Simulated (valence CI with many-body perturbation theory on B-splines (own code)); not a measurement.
Values are calculated unless marked as measured or tabulated.
**Te47+: what the settings do**

Level of theory: configuration interaction combined with many-body perturbation theory (CI+MBPT): three valence electrons over a frozen Dirac-Fock core [He], radial functions for each j: 6 s, 6 p, 5 d, 3 f, 1 g, with the one-electron correlation potential Σ1 (screened to all orders), the two-electron term Σ2, the three-electron term Σ3, Breit, model QED; selected single and double excitations, second order for the rest (own B-spline code, finite nucleus).

No measured spectrum was set against this ion. As an estimate, large intervals hold to a few tenths of a per cent, small ones and those within an open d or f shell to about a per cent.

The reference run has the lowest level (2s^2 2p1/2) J=1/2 and an ionisation energy of 8494.35 eV. Its largest variational space holds 3085 state functions.

Levels are named by their leading jj configuration (3d3/2^4 stands for four electrons in 3d with j = 3/2), which in mixed levels can hold well under half, so a name can repeat and another be missing. Letters in brackets count levels of one name in rising energy.

Changed runs:
A. scale of Σ1 1 → 0; scale of Σ2 1 → 0; three-electron term on → off
B. three-electron term on → off; factor on the speed of light 1 → 100; QED terms on → off
C. correlating orbitals by l 3 3 3 2 1 → 5 5 5 3 1
D. scale of Σ1 1 → 0 (bad on purpose)

Excitation energies of the reference run in cm⁻¹, and shifts in cm⁻¹:

| Level | Reference | A | B | C | D |
| --- | --- | --- | --- | --- | --- |
| (2s 2p1/2^2) J=1/2 | 1243880 | +2692 | -572664 | +21 | +1981 |
| (2s^2 2p3/2) J=3/2 | 2449000 | -672 | -2448779 | -2.6 | -697 |
| (2s 2p1/2 2p3/2) J=3/2 [a] | 3317950 | +1458 | -2646653 | +63 | +1263 |
| (2s 2p1/2 2p3/2) J=5/2 | 3563900 | +1879 |  | -20 | +1257 |
| (2s 2p1/2 2p3/2) J=3/2 [b] | 3951150 | +3100 | -2734999 | -29 | +1258 |
| (2s 2p1/2 2p3/2) J=1/2 | 3957990 | +3948 |  | -2.7 | +1280 |
| (2p1/2^2 2p3/2) J=3/2 | 5290570 | +6572 |  | -8.4 | +3209 |
| (2s 2p3/2^2) J=5/2 | 5913950 | +1054 |  | +12 | +533 |
| (2s 2p3/2^2) J=1/2 | 6482500 | +1581 |  | -15 | +520 |
| (2s 2p3/2^2) J=3/2 | 6491240 | +3195 | -4857363 | -14 | +535 |
| (2p1/2 2p3/2^2) J=3/2 | 7497080 | +5843 |  | +24 | +2538 |
| (2p1/2 2p3/2^2) J=5/2 | 7651240 | +5484 | -5198173 | -43 | +2532 |
| Ionisation energy (eV) | 8494.35 | -0.29 | -357.82 | +0.0016 | -0.41 |

A blank means that the level has no clear partner in that run.
